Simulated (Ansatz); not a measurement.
A first, cheap relaxation of CH$_{7}$AlFNSi (`C[N]([SiH3])[AlH][F]`).

```yaml
crystal:
  periodic: [false, false, false]
  atoms:
    - {symbol: C, position_ang: [-0.833400, 0.100000, 1.205600]}
    - {symbol: N, position_ang: [-0.028100, 0.632400, 0.112000]}
    - {symbol: Si, position_ang: [1.500100, -0.263600, 0.109400]}
    - {symbol: Al, position_ang: [-0.777800, 0.330900, -1.599000]}
    - {symbol: F, position_ang: [-1.215100, 1.697100, -2.705100]}
    - {symbol: H, position_ang: [-1.845400, 0.714700, 1.191700]}
    - {symbol: H, position_ang: [-0.372900, 0.334300, 2.181700]}
    - {symbol: H, position_ang: [-1.053100, -0.927300, 1.085800]}
    - {symbol: H, position_ang: [2.405800, 0.248800, -0.912300]}
    - {symbol: H, position_ang: [1.287100, -1.701900, -0.042700]}
    - {symbol: H, position_ang: [2.199300, -0.058300, 1.433600]}
    - {symbol: H, position_ang: [-1.189400, -1.162200, -2.026700]}
basis:
  gaussian: {orbitals: def2-SVP}
hamiltonian: {xc: pbe, dispersion: d4}
relax: {f_tol: 0.03, max_steps: 200}
```

```sh
$ ansatz run in.yaml --threads 4 --pin off --events-out ev --progress --plain --max-ram 10444MiB
```

It prints (some lines left out):

```
Functional definition: PBE
mean field -19811.55481942 eV, -728.0612108596 hartree, gradient 2.4e-5 eV, S^2 0.000000; 0 other end points of the search recorded, 0 dependent functions left out
relax step   1: F+E_penalty+E_count = -19811.81968544 eV  Δ(F+E_penalty+E_count) = +0.000e0 eV  max|allowed force component| = 3.428e0 eV/Å  Δτ_max = 0.0000 Å  (29 SCF iters, accepted)
mean field -19812.05197448 eV, -728.0794809710 hartree, gradient 1.3e-5 eV, S^2 0.000000; 0 other end points of the search recorded, 0 dependent functions left out
relax step   2: F+E_penalty+E_count = -19812.31417033 eV  Δ(F+E_penalty+E_count) = -4.945e-1 eV  max|allowed force component| = 1.569e0 eV/Å  Δτ_max = 0.1731 Å  (30 SCF iters, accepted)
mean field -19812.16781887 eV, -728.0837381739 hartree, gradient 2.1e-5 eV, S^2 0.000000; 0 other end points of the search recorded, 0 dependent functions left out
relax step   3: F+E_penalty+E_count = -19812.42714792 eV  Δ(F+E_penalty+E_count) = -1.130e-1 eV  max|allowed force component| = 1.086e0 eV/Å  Δτ_max = 0.1945 Å  (35 SCF iters, accepted)
mean field -19812.25327089 eV, -728.0868784776 hartree, gradient 2.1e-5 eV, S^2 0.000000; 0 other end points of the search recorded, 0 dependent functions left out
relax step   4: F+E_penalty+E_count = -19812.51267864 eV  Δ(F+E_penalty+E_count) = -8.553e-2 eV  max|allowed force component| = 7.349e-1 eV/Å  Δτ_max = 0.0834 Å  (29 SCF iters, accepted)
mean field -19812.34869139 eV, -728.0903851161 hartree, gradient 1.2e-5 eV, S^2 0.000000; 0 other end points of the search recorded, 0 dependent functions left out
relax step   5: F+E_penalty+E_count = -19812.60745699 eV  Δ(F+E_penalty+E_count) = -9.478e-2 eV  max|allowed force component| = 1.641e-1 eV/Å  Δτ_max = 0.2000 Å  (28 SCF iters, accepted)
mean field -19812.39323088 eV, -728.0920219122 hartree, gradient 2.3e-5 eV, S^2 0.000000; 0 other end points of the search recorded, 0 dependent functions left out
relax step   6: F+E_penalty+E_count = -19812.65218877 eV  Δ(F+E_penalty+E_count) = -4.473e-2 eV  max|allowed force component| = 1.559e-1 eV/Å  Δτ_max = 0.2000 Å  (28 SCF iters, accepted)
mean field -19812.41623735 eV, -728.0928673846 hartree, gradient 2.2e-5 eV, S^2 0.000000; 0 other end points of the search recorded, 0 dependent functions left out
relax step   7: F+E_penalty+E_count = -19812.67630715 eV  Δ(F+E_penalty+E_count) = -2.412e-2 eV  max|allowed force component| = 5.238e-1 eV/Å  Δτ_max = 0.1920 Å  (29 SCF iters, accepted)
mean field -19812.43779728 eV, -728.0936596972 hartree, gradient 2.0e-5 eV, S^2 0.000000; 0 other end points of the search recorded, 0 dependent functions left out
relax step   8: F+E_penalty+E_count = -19812.69762325 eV  Δ(F+E_penalty+E_count) = -2.132e-2 eV  max|allowed force component| = 5.282e-1 eV/Å  Δτ_max = 0.1960 Å  (29 SCF iters, accepted)
mean field -19812.48399165 eV, -728.0953573092 hartree, gradient 2.0e-5 eV, S^2 0.000000; 0 other end points of the search recorded, 0 dependent functions left out
relax step   9: F+E_penalty+E_count = -19812.74482034 eV  Δ(F+E_penalty+E_count) = -4.720e-2 eV  max|allowed force component| = 2.086e-1 eV/Å  Δτ_max = 0.2000 Å  (27 SCF iters, accepted)
mean field -19812.52515558 eV, -728.0968700557 hartree, gradient 2.0e-5 eV, S^2 0.000000; 0 other end points of the search recorded, 0 dependent functions left out
relax step  10: F+E_penalty+E_count = -19812.78690298 eV  Δ(F+E_penalty+E_count) = -4.208e-2 eV  max|allowed force component| = 3.136e-1 eV/Å  Δτ_max = 0.1951 Å  (28 SCF iters, accepted)
mean field -19812.55928735 eV, -728.0981243749 hartree, gradient 2.0e-5 eV, S^2 0.000000; 0 other end points of the search recorded, 0 dependent functions left out
relax step  11: F+E_penalty+E_count = -19812.82146252 eV  Δ(F+E_penalty+E_count) = -3.456e-2 eV  max|allowed force component| = 2.583e-1 eV/Å  Δτ_max = 0.1952 Å  (30 SCF iters, accepted)
mean field -19812.58371517 eV, -728.0990220808 hartree, gradient 1.0e-5 eV, S^2 0.000000; 0 other end points of the search recorded, 0 dependent functions left out
relax step  12: F+E_penalty+E_count = -19812.84627898 eV  Δ(F+E_penalty+E_count) = -2.482e-2 eV  max|allowed force component| = 5.339e-1 eV/Å  Δτ_max = 0.1952 Å  (30 SCF iters, accepted)
mean field -19812.63036512 eV, -728.1007364350 hartree, gradient 2.1e-5 eV, S^2 0.000000; 0 other end points of the search recorded, 0 dependent functions left out
relax step  13: F+E_penalty+E_count = -19812.89330771 eV  Δ(F+E_penalty+E_count) = -4.703e-2 eV  max|allowed force component| = 2.368e-1 eV/Å  Δτ_max = 0.2000 Å  (30 SCF iters, accepted)
mean field -19812.66040145 eV, -728.1018402497 hartree, gradient 2.0e-5 eV, S^2 0.000000; 0 other end points of the search recorded, 0 dependent functions left out
relax step  14: F+E_penalty+E_count = -19812.92381357 eV  Δ(F+E_penalty+E_count) = -3.051e-2 eV  max|allowed force component| = 1.303e-1 eV/Å  Δτ_max = 0.2000 Å  (30 SCF iters, accepted)
mean field -19812.67814811 eV, -728.1024924275 hartree, gradient 1.8e-5 eV, S^2 0.000000; 0 other end points of the search recorded, 0 dependent functions left out
relax step  15: F+E_penalty+E_count = -19812.94165182 eV  Δ(F+E_penalty+E_count) = -1.784e-2 eV  max|allowed force component| = 9.011e-2 eV/Å  Δτ_max = 0.2000 Å  (30 SCF iters, accepted)
mean field -19812.62510672 eV, -728.1005431923 hartree, gradient 6.6e-6 eV, S^2 0.000000; 0 other end points of the search recorded, 0 dependent functions left out
relax step  16: F+E_penalty+E_count = -19812.88938138 eV  Δ(F+E_penalty+E_count) = +5.227e-2 eV  max|allowed force component| = 5.598e-1 eV/Å  Δτ_max = 0.1439 Å  (31 SCF iters, rejected (line search))
mean field -19812.68272250 eV, -728.1026605331 hartree, gradient 2.1e-5 eV, S^2 0.000000; 0 other end points of the search recorded, 0 dependent functions left out
relax step  17: F+E_penalty+E_count = -19812.94624669 eV  Δ(F+E_penalty+E_count) = -4.595e-3 eV  max|allowed force component| = 3.511e-2 eV/Å  Δτ_max = 0.0719 Å  (30 SCF iters, accepted)
mean field -19812.68533343 eV, -728.1027564832 hartree, gradient 2.1e-5 eV, S^2 0.000000; 0 other end points of the search recorded, 0 dependent functions left out
relax step  18: F+E_penalty+E_count = -19812.94882197 eV  Δ(F+E_penalty+E_count) = -2.575e-3 eV  max|allowed force component| = 5.253e-2 eV/Å  Δτ_max = 0.0982 Å  (30 SCF iters, accepted)
mean field -19812.68456620 eV, -728.1027282880 hartree, gradient 2.1e-5 eV, S^2 0.000000; 0 other end points of the search recorded, 0 dependent functions left out
relax step  19: F+E_penalty+E_count = -19812.94820946 eV  Δ(F+E_penalty+E_count) = +6.125e-4 eV  max|allowed force component| = 1.925e-1 eV/Å  Δτ_max = 0.0709 Å  (31 SCF iters, rejected (line search))
mean field -19812.68582306 eV, -728.1027744765 hartree, gradient 2.1e-5 eV, S^2 0.000000; 0 other end points of the search recorded, 0 dependent functions left out
relax step  20: F+E_penalty+E_count = -19812.94936059 eV  Δ(F+E_penalty+E_count) = -5.386e-4 eV  max|allowed force component| = 1.066e-2 eV/Å  Δτ_max = 0.0346 Å  (30 SCF iters, accepted)
mean field -19812.68582306 eV, -728.1027744765 hartree, gradient 2.3e-5 eV, S^2 0.000000; 1 other end points of the search recorded, 0 dependent functions left out
Total energy: -19812.94940458 eV, -728.1124609188 hartree
Atom 0 at    -0.951482    -0.253680     1.116665 Å, force    -0.001643    -0.000764    -0.002033 eV/Å
Atom 1 at    -0.111001     0.019405    -0.057484 Å, force     0.005156    -0.002829     0.009427 eV/Å
Atom 2 at     1.629399    -0.148433     0.172465 Å, force    -0.002438     0.001114    -0.010664 eV/Å
Atom 3 at    -0.897553     0.491431    -1.602669 Å, force    -0.001455     0.004777    -0.001906 eV/Å
Atom 4 at     0.055932     0.826254    -2.942680 Å, force    -0.002940    -0.003896     0.000250 eV/Å
Atom 5 at    -2.030810    -0.141586     0.875613 Å, force    -0.000707     0.001497     0.001266 eV/Å
Atom 6 at    -0.733749     0.441513     1.959664 Å, force     0.001264     0.000069    -0.000031 eV/Å
Atom 7 at    -0.811000    -1.290352     1.499842 Å, force    -0.001463    -0.000513     0.000274 eV/Å
Atom 8 at     2.293847     0.144652    -1.140874 Å, force    -0.001585     0.001349     0.003059 eV/Å
Atom 9 at     1.975907    -1.545176     0.629270 Å, force     0.001344     0.004684     0.000393 eV/Å
Atom 10 at     2.132978     0.804386     1.229931 Å, force    -0.003098    -0.004691     0.000800 eV/Å
Atom 11 at    -2.475369     0.596486    -1.705744 Å, force     0.007566    -0.000798    -0.000834 eV/Å
Dipole moment:    -0.200985    -0.086665     0.343403 e Å
```

It took 31 s on 4 threads of an Arm Neoverse V1 on a shared host, with 0.19 GiB of host memory at the peak.
